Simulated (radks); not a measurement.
Removal energies from the phosphorus ion P11+, [He] 2s2, by Delta-SCF beside the eigenvalue of the level emptied. Method: Dirac Kohn-Sham, relativistic LDA (MacDonald-Vosko exchange, VWN5 correlation), spin-unpolarised, spherical densities, finite nucleus; Fermi nuclear charge, rms radius of each element as measured or else 0.836 A^(1/3) + 0.57 fm; computed with a radial shooting solver on a logarithmic mesh with Libxc functionals. Sub-shells are occupied by j as written (lower j first in brackets).

| removed from | final configuration | Delta-SCF (eV) | -eigenvalue (eV) |
|---|---|---|---|
| 2s1/2 | [He] 2s1 | 559.86 | 535.23 |
| 1s1/2 | 1s1 2s2 | 2670.2 | 2562.7 |
